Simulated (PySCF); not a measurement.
Species: C3H3O4S (charge -1).
Numbering: `[CH3:1][C:2](=[C:3]=[O:4])[S:5](=[O:6])(=[O:7])[O-:8]` (hydrogens: H9, H10, H11 on C1)

Geometry (GFN2-xTB, Å), atoms numbered from 1 in this order:
```xyz
11
C3H3O4S angstrom
C     -1.0666   -0.5249    0.7773
C     -0.4013    0.2151   -0.3193
C     -0.7355    0.9062   -1.3259
O     -0.9273    1.5643   -2.2907
S      1.4369    0.0337   -0.0632
O      1.6064   -1.4114   -0.1127
O      2.1029    0.7552   -1.1288
O      1.6140    0.6101    1.2614
H     -0.6730   -1.5410    0.7844
H     -0.7996   -0.0605    1.7268
H     -2.1515   -0.5442    0.6649
```

Method: TDDFT CAM-B3LYP/def2-SVPD, vertical, gas phase, core orbitals frozen in the response (PySCF 2.14.0, density-fitted response routines).

```
state  E (eV)  E (hartree)       f  main configurations (H = HOMO, L = LUMO)
   S1    3.31       0.1218  0.0006                                 H→L (83%)
   S2    4.90       0.1802  0.0002                               H-1→L (86%)
   S3    5.66       0.2080  0.0000                               H→L+1 (82%)
   S4    5.76       0.2116   0.069                  H-2→L (75%), H-3→L (13%)
   S5    6.18       0.2271   0.064                  H-3→L (77%), H-2→L (10%)
   S6    6.33       0.2327  0.0017                               H-4→L (87%)
   S7    6.46       0.2375  0.0008              H-1→L+1 (53%), H-1→L+3 (24%)
   S8    6.70       0.2464  0.0019                               H→L+2 (84%)
```

Triplets (Tamm–Dancoff): T1 2.96 eV, H→L (82%); T2 4.81 eV, H-1→L (86%); T3 4.90 eV, H-2→L (85%).

The lowest singlet lies at 3.31 eV (374 nm, ultraviolet) and is very weak; its leading configuration is HOMO→LUMO (83%). The most intense listed level is S4 at 5.76 eV (215 nm, f = 0.069), 2.45 eV above S1. Löwdin shares by element: HOMO carbon 49% or more, oxygen 32% or more (atoms not listed hold the other 20%); LUMO carbon 43% or more, oxygen 25% or more, sulfur 9% (atoms not listed hold the other 23%). The listed states span 3.39 eV, and the widest gap between neighbours is 1.59 eV (S1 to S2). Weighted by f, the mean energy of these states is 5.97 eV. The oscillator strengths of these states sum to 0.138; summed over the whole spectrum of an exact calculation they would give the number of electrons, 70 (Thomas–Reiche–Kuhn). No computed singlet lies in the visible range (380 to 750 nm); the lowest, at 374 nm, stands 0.05 eV above its violet end (3.26 eV); a Tamm–Dancoff triplet lies at 418 nm, without intensity as long as spin–orbit coupling is left out. No detachment energy is given for this anion; states above it aren't bound, and a finite basis only mimics them. The window holds the lowest 8 singlets.

The run took 41 s of wall time on one thread, Arm Neoverse V2, shared host.
